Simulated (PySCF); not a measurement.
**Sn²⁺ (tin, charge +2) across methods**

[Kr] 4d10 5s1 5d1, high-spin 3D determinant (an excited configuration). All numbers are calculated (PySCF 2.14, a scalar-relativistic core potential, in aug-cc-pVQZ-PP with one added diffuse shell each of s, p, d, f, g type with ECP28MDF (8s8p6d4f3g, 117 functions)).

| method | E (hartree) | mean ε 4d β (eV) | mean ε 5s α (eV) | mean ε 5d α (eV) | Σ⟨r²⟩ (bohr²) | ⟨S²⟩ |
| --- | --- | --- | --- | --- | --- | --- |
| LDA | -212.4639 | -47.048 | -29.988 | -11.163 | 42.32 | 2.000 |
| PBE0 | -212.8450 | -49.761 | -30.441 | -11.703 | 42.62 | 2.000 |
| M06 | -212.9113 | -50.043 | -30.519 | -11.567 | 42.75 | 2.000 |
| wB97M-V | -212.7835 | -52.294 | -32.517 | -12.858 | 42.81 | 2.000 |
| PBE | -212.8346 | -46.916 | -29.504 | -11.289 | 42.35 | 2.000 |
| UHF | -211.99487 | -57.148 | -32.551 | -12.548 | 44.21 | 2.000 |
| CAM-B3LYP | -212.7999 | -51.191 | -31.936 | -12.369 | 42.67 | 2.000 |
| r2SCAN | -212.9069 | -47.558 | -29.558 | -11.254 | 42.22 | 2.001 |

Energies and moments cover only the electrons outside the core potential. The outer electron is Rydberg-like, and this basis confines it to a smaller radius and binds it less than a complete one would.
